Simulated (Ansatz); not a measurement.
Mulliken charges of CH$_{3}$ClO$_{2}$SW (`C[O][W](=[O])(=[S])[Cl]`) from ωB97M-V/def2-TZVPP in Ansatz (PBE0-D4/def2-TZVP geometry).

```csv
atom,x (Å),y (Å),z (Å),charge (e)
C1,0.320,-1.261,0.964,-0.148
O2,-0.447,-0.220,0.404,-0.366
W3,-0.431,1.099,-0.875,0.873
O4,-1.649,0.775,-2.010,-0.364
S5,1.452,1.050,-1.867,-0.195
Cl6,-0.776,3.140,0.046,-0.201
H7,-0.104,-2.220,0.660,0.138
H8,1.358,-1.189,0.629,0.127
H9,0.277,-1.174,2.051,0.137
```

**Question.** By hand: the dipole of these point charges (1 e Å = 4.8032 D).

**Answer.** Σ q r = (0.409, -0.510, 0.484) e Å, of length 0.813 e Å = 3.91 D.

**Question.** How does the dipole of the full density compare? (Estimate.)

**Answer.** Ansatz gave: (0.197, -0.415, 0.635) e Å, 3.76 D; the point charges give 1.04 times that, at 20° from its direction.

Point charges leave out the atoms' own dipoles, such as those of lone pairs, and Mulliken's split depends on the basis, so the two needn't agree.
